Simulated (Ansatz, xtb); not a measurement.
C6H3BrN2: which of two isomers lies lower

We compare a, `C#Cc1cncc(Br)n1`, a singlet, with b, `C#Cc1cnc(Br)cn1`, a singlet. Both are isolated molecules in the gas phase, relaxed with PBE-D3(BJ)/def2-SVP.

Quicker runs give these differences E(b) − E(a): GFN2-xTB +0.003 eV; HF/STO-3G −0.013 eV (at GFN2-xTB geometries); r2SCAN-D4/def2-SVP −0.006 eV (at GFN2-xTB geometries).

Question: Which of the two would you expect CCSD(T)/def2-SVP + ΔMP2/def2-TZVPP electronic energies to favour?

Answer: CCSD(T)/def2-SVP + ΔMP2/def2-TZVPP gives E(b) − E(a) = −0.003 eV, slightly favouring structure b, which is too small a margin to settle the true order.

The same difference at several levels:

| level | geometry | E(b) − E(a) (eV) | departure from the last row (eV) | job, with rough time for the two |
| --- | --- | --- | --- | --- |
| GFN2-xTB | GFN2-xTB | +0.003 | +0.006 | optimisation, 0.15 s |
| HF/STO-3G | GFN2-xTB | −0.013 | −0.010 | single point, 0.92 s |
| r2SCAN-D4/def2-SVP | GFN2-xTB | −0.006 | −0.003 | single point, 8.1 s |
| PBE-D3(BJ)/def2-SVP | PBE-D3(BJ)/def2-SVP | −0.006 | −0.003 | optimisation, 42 s |
| HF/def2-SVP | PBE-D3(BJ)/def2-SVP | −0.008 | −0.005 | part of the CCSD(T) run |
| MP2/def2-SVP | PBE-D3(BJ)/def2-SVP | −0.008 | −0.005 | part of the CCSD(T) run |
| CCSD(T)/def2-SVP | PBE-D3(BJ)/def2-SVP | −0.006 | −0.003 | single point |
| CCSD(T)/def2-SVP + ΔMP2/def2-TZVPP | PBE-D3(BJ)/def2-SVP | −0.003 |  | single point, 6.1 min |

As drawn, both hold the same kinds of bond in the same numbers.

The largest departure from CCSD(T)/def2-SVP + ΔMP2/def2-TZVPP is that of HF/STO-3G, 0.010 eV. The last row adds to CCSD(T) the change of the MP2 difference between the two basis sets, here +0.003 eV.

With thermal terms from frequencies at re-optimised GFN2-xTB minima (ideal gas, soft modes damped towards free rotors, one conformer each, 298.15 K, 1 atm): on the last row, ΔE + ΔZPE = −0.003, ΔH = −0.003, ΔG = +0.004 eV.

The correlated steps freeze 17 core orbitals; the filled d shell of Br is correlated, in a basis made for valence electrons. Run with Ansatz 0.2.0, xtb 6.7.1; the last row on 2 threads of Arm Neoverse V2 on a shared host.
